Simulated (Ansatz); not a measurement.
Relaxation of BClH$_{5}$NS (9 atoms, charge 0, multiplicity 1), to a largest force component of 0.03 eV/Å in at most 50 steps.

The calculation used Ansatz, RKS PBE0/cc-pVDZ.

```xyz
9
Properties=species:S:1:pos:R:3
B 0.067 0.612 -0.214
Cl -0.030 -0.719 2.555
N 1.309 0.131 -0.600
H 1.433 -0.816 -0.931
H 2.172 0.650 -0.517
H -0.938 -0.031 -0.356
S -0.195 2.345 0.441
H 1.108 2.715 0.523
H -0.201 0.591 2.352
```

Q: Where does it end, and by what steps?

A: The forces met the threshold. After 10 steps the energy has fallen by 0.168 eV; Cl2 moved furthest, 1.06 Å.

```csv
step,energy less start (eV),largest force component (eV/Å),accepted
0,0.0000,0.873,yes
1,-0.0648,0.973,yes
2,-0.0838,1.129,yes
3,-0.1274,0.742,yes
4,-0.1487,0.347,yes
5,-0.1398,1.069,no
6,-0.1614,0.038,yes
7,-0.1645,0.045,yes
8,-0.1659,0.126,yes
9,-0.1668,0.101,yes
10,-0.1678,0.021,yes
```

```xyz
9
Properties=species:S:1:pos:R:3
B 0.087 0.577 -0.479
Cl -0.078 -0.217 3.486
N 1.355 0.155 -0.850
H 1.497 -0.653 -1.440
H 2.215 0.589 -0.541
H -0.896 0.002 -0.868
S -0.239 2.018 0.608
H 1.043 2.391 0.849
H -0.260 0.615 2.489
```

Whether the end is a true minimum wasn't checked by a vibrational analysis.

Run time: 25 s on 2 threads of Arm Neoverse V2, with other jobs on the host, peak memory 0.18 GiB.
